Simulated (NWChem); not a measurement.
CH₃FOSi; SMILES O=C[SiH2]F

```xyz
7

O      0.0822    -2.0847     0.0000
C     -0.5361    -1.0482     0.0000
Si     0.4674     0.5904     0.0000
F     -0.5518     1.8581     0.0000
H     -1.6616    -1.0514     0.0000
H      1.3007     0.6366    -1.2307
H      1.3007     0.6366     1.2307
```
Atoms are numbered in this order, from 1.

Level: PBE0/def2-SVP (NWChem), optimised geometry, unscaled harmonic frequencies. 

**Question.** List the harmonic frequencies with IR intensities, and the thermochemistry.

**Answer.** 
```csv
frequency (cm⁻¹),IR intensity (km/mol)
81,13.1
147,24.0
331,0.5
485,32.1
714,0.8
724,22.3
859,33.3
903,29.6
914,211.9
957,155.7
1379,16.3
1821,96.4
2269,52.3
2281,111.5
2868,120.4
```

* **zero-point energy**: 23.9 kcal/mol
* **thermal correction to the enthalpy at 298.15 K (with zero-point energy)**: 27.8 kcal/mol
* **heat capacity Cv**: 16.4 cal/(mol K)
* **entropy at 298.15 K and 1 atm (symmetry number 1)**: 73.6 cal/(mol K)
* **dipole moment**: 0.74 D

Rigid rotor and harmonic oscillator; modes under 100 cm⁻¹ make the entropy uncertain.
